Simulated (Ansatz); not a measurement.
Calculated with Ansatz (gas phase, PBE0-D4/def2-TZVP geometries, no zero-point term in ΔE). CBS: MP2 limit from def2 TZ/QZ plus the TZ coupled-cluster correction, frozen cores. DFT in def2-TZVPP. B3LYP here is the variant with VWN-RPA as its local correlation; programs differ in this. Each species was taken in one conformer, which may not be the lowest.

Reaction (ligand exchange at a B–C bond): `C=C=C(F)BC` + `O[SiH2][SiH3]` → `CBO[SiH2][SiH3]` + `C=C=CF`

`C=C=C(F)BC`:

```xyz
12

C     1.527    1.472   -1.897
C     1.129    0.625   -1.002
C     0.660   -0.203   -0.093
F     1.494   -1.156    0.400
B    -0.786   -0.126    0.417
C    -1.355   -1.092    1.492
H     1.972    2.422   -1.614
H     1.434    1.256   -2.957
H    -1.463    0.739   -0.061
H    -2.275   -1.563    1.125
H    -1.672   -0.506    2.365
H    -0.665   -1.867    1.826
```

`O[SiH2][SiH3]`:

```xyz
9

O    -1.966    0.616   -0.218
Si   -0.455    0.816    0.424
Si    0.992   -0.949   -0.126
H    -2.036    0.538   -1.171
H     0.164    2.094   -0.034
H    -0.655    0.889    1.892
H     2.348   -0.689    0.432
H     1.113   -1.070   -1.607
H     0.495   -2.246    0.408
```

`CBO[SiH2][SiH3]`:

Z-matrix (Å, degrees):
```
C
B 1 1.565
H 1 1.097 2 109.1
H 1 1.093 2 115.6 3 -122.0
H 1 1.095 2 110.0 3 114.9
O 2 1.356 1 123.7 3 118.0
H 2 1.203 1 120.5 3 -61.4
Si 6 1.659 2 133.9 1 0.6
Si 8 2.344 6 111.1 2 -72.5
H 8 1.490 6 110.3 2 49.9
H 8 1.485 6 106.4 2 167.1
H 9 1.487 8 110.6 6 -57.8
H 9 1.489 8 109.4 6 -177.7
H 9 1.488 8 110.5 6 62.6
```

`C=C=CF`:

```xyz
7

C     0.635    0.917    0.723
C     0.014    0.016    0.022
C    -0.608   -0.913   -0.640
F    -0.955   -0.772   -1.930
H     0.092    1.671    1.284
H     1.720    0.951    0.765
H    -0.899   -1.870   -0.224
```

```json
{"level": "PBE-D4", "ΔE (kJ/mol)": "-86.5", "difference from CCSD(T)/CBS": "10.1"}
{"level": "r2SCAN-D4", "ΔE (kJ/mol)": "-89.8", "difference from CCSD(T)/CBS": "6.8"}
{"level": "PBE0-D4", "ΔE (kJ/mol)": "-90.7", "difference from CCSD(T)/CBS": "5.9"}
{"level": "B3LYP-D4", "ΔE (kJ/mol)": "-97.3", "difference from CCSD(T)/CBS": "-0.7"}
{"level": "ωB97X-V", "ΔE (kJ/mol)": "-96.1", "difference from CCSD(T)/CBS": "0.5"}
{"level": "ωB97M-V", "ΔE (kJ/mol)": "-95.7", "difference from CCSD(T)/CBS": "0.9"}
{"level": "r2SCAN", "ΔE (kJ/mol)": "-88.9", "difference from CCSD(T)/CBS": "7.7"}
{"level": "PBE0", "ΔE (kJ/mol)": "-88.2", "difference from CCSD(T)/CBS": "8.4"}
{"level": "B3LYP", "ΔE (kJ/mol)": "-93.1", "difference from CCSD(T)/CBS": "3.5"}
{"level": "HF/def2-TZVPP", "ΔE (kJ/mol)": "-104.6", "difference from CCSD(T)/CBS": "-8.0"}
{"level": "SCS-MP2/def2-TZVPP", "ΔE (kJ/mol)": "-98.6", "difference from CCSD(T)/CBS": "-2.0"}
{"level": "HF/def2-QZVPP", "ΔE (kJ/mol)": "-105.4", "difference from CCSD(T)/CBS": "-8.8"}
{"level": "MP2/def2-QZVPP", "ΔE (kJ/mol)": "-95.1", "difference from CCSD(T)/CBS": "1.5"}
{"level": "HF/CBS(def2)", "ΔE (kJ/mol)": "-105.5", "difference from CCSD(T)/CBS": "-8.9"}
{"level": "MP2/CBS(def2)", "ΔE (kJ/mol)": "-93.9", "difference from CCSD(T)/CBS": "2.7"}
{"level": "CCSD/CBS(def2)", "ΔE (kJ/mol)": "-98.1", "difference from CCSD(T)/CBS": "-1.5"}
{"level": "CCSD(T)/CBS", "ΔE (kJ/mol)": "-96.6", "difference from CCSD(T)/CBS": "0"}
```

Largest T1 diagnostic among the species: 0.013.

From PBE to PBE0 (25 % exact exchange), in def2-TZVPP and without D4, ΔE moves by −4.4 kJ/mol. The D4 term adds −4.2 kJ/mol with B3LYP and −2.5 kJ/mol with PBE0; it sums over pairs of atoms, weighted by their polarisabilities, and B3LYP, whose exchange is more repulsive, gets the larger term.
